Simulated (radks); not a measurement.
Task: Ionisation ladder of germanium, from Ge22+ to Ge31+. Each ion is in the ground configuration listed by NIST, and IE = E(next ion) - E(this ion), with E = 0 for the bare nucleus. All-electron calculation, Dirac Kohn-Sham, PBE, spin-unpolarised, spherical densities, point nucleus; open shells are shared between the two j in proportion to 2j + 1. Program: a radial shooting solver on a logarithmic mesh with Libxc functionals.

species  configuration  IE, Delta-SCF (eV)  -e(HOMO) (eV)   HOMO
Ge22+             [Ne]              2193.0         2118.5  2p3/2
Ge23+     [He] 2s2 2p5              2321.4         2245.3  2p3/2
Ge24+     [He] 2s2 2p4              2452.1         2374.5  2p3/2
Ge25+     [He] 2s2 2p3              2585.0         2506.0  2p3/2
Ge26+     [He] 2s2 2p2                   ?         2639.5  2p3/2
Ge27+     [He] 2s2 2p1                   ?         2774.6  2p3/2
Ge28+         [He] 2s2                   ?         3023.3  2s1/2
Ge29+         [He] 2s1                   ?         3136.7  2s1/2
Ge30+             [He]             13617.1        13372.0  1s1/2
Ge31+              1s1             14076.6        13858.9  1s1/2

Estimate the withheld Delta-SCF values.

Result: Ge26+: 2719.7 eV (NIST 2737); Ge27+: 2855.9 eV (NIST 2882); Ge28+: 3080.3 eV (NIST 3074); Ge29+: 3191.2 eV (NIST 3194.3).

Beside tabulated values, note that spin-unpolarised runs miss the spin-polarisation part of the exchange energy of open shells.
